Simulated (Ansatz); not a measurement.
Ansatz results at the PBE0-D4/def2-TZVP geometry: HOMO–LUMO gap (PBE0/def2-TZVPP) 7.80 eV; HOMO energy (PBE0/def2-TZVPP) -8.13 eV; zero-point energy (PBE0-D4/def2-TZVP) 204.0 kJ/mol.

Each molecule was computed in one conformer, which needn't be the lowest.

Q: Which molecule gave them?
A. `O[Si](Cl)(Cl)Cl`
B. `F[SiH2]N([SiH3])[SiH3]`
C. `O[Si](O)(F)[SiH3]`
D. `C=C[SiH2]N`

A: B. The others give `O[Si](Cl)(Cl)Cl`: 9.30, -9.32, 51.9; `C=C[SiH2]N`: 7.13, -7.36, 223.7; `O[Si](O)(F)[SiH3]`: 8.59, -8.45, 148.9.
